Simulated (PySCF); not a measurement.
**Ionisation energy of Fe⁺ by level of theory**

Fe⁺ [Ar] 3d6 4s1 (6D) → Fe²⁺ [Ar] 3d6 (5D), as a difference of total energies. Calculation: PySCF 2.14, in cc-pVTZ-DK (7s6p4d2f1g, 68 functions); scalar relativity by spin-free X2C-1e. Correlated levels: valence: [Ar] frozen. The calculations carry no spin-orbit coupling.

```csv
method,ionisation energy (eV),difference from reference (eV)
UHF,15.299,-0.900
r2SCAN,16.704,+0.505
M06-2X,16.070,-0.129
MP2 (valence),15.876,-0.323
SCS-MP2 (valence),15.628,-0.571
```

Reference: 16.199 eV (measured; NIST Atomic Spectra Database, ionization energies).

The reference lies between the lowest fine-structure levels, while these numbers refer to the centres of the terms.

Errors of the correlated levels include the incompleteness of this basis and the frozen core.
